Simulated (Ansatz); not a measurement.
CH4S, triplet, at the geometry of the source list (a higher spin typed on purpose: for a closed-shell molecule this is an excited state). Base run: Ansatz (an electronic-structure program) with PBE/aug-cc-pVDZ.

Geometry (Å):
```xyz
6

C     -0.5039    -0.0136     0.0114
S      1.1252     0.7893    -0.1018
H     -0.5958    -0.5258     0.9638
H     -1.2395     0.7814    -0.0541
H     -0.6311    -0.7050    -0.8155
H      1.8452    -0.3263    -0.0038
```
Charge 0, spin multiplicity 3.
Orbitals are unrestricted.
All else is at Ansatz's defaults.

The base run was repeated with changes; each row names its change, and settings that it needs were set with it.

| change | E (Eh) | SCF-reference <S^2> | core-seconds (rough) |
|---|---|---|---|
| base | -438.29263 | 2.003 | 3 |
| functional = wB97M-V | -438.45489 | 2.004 | 20 |
| functional = r2scan | -438.46699 | 2.006 | 4 |
| functional = wB97X | -438.49352 | 2.006 | 20 |
| functional = PBE0-DH | -438.30391 | 2.008 | 3 |
| functional = hse06 | -438.32130 | 2.005 | 4 |
| functional = pbe0 | -438.33105 | 2.005 | 3 |
| functional = B97M-V | -438.42352 | 2.004 | 8 |
| functional = b3lyp; dispersion = d4 | -438.54660 | 2.004 | 4 |
| functional = B2PLYP | -438.32930 | 2.008 | 5 |
| functional = pbe; dispersion = d3bj | -438.29565 | 2.003 | 2 |
| functional = b3lyp; dispersion = d3bjatm | -438.54778 | 2.004 | 3 |
| functional = hf | -437.55316 | 2.018 | 2 |

Total energies compare only within one method and basis.
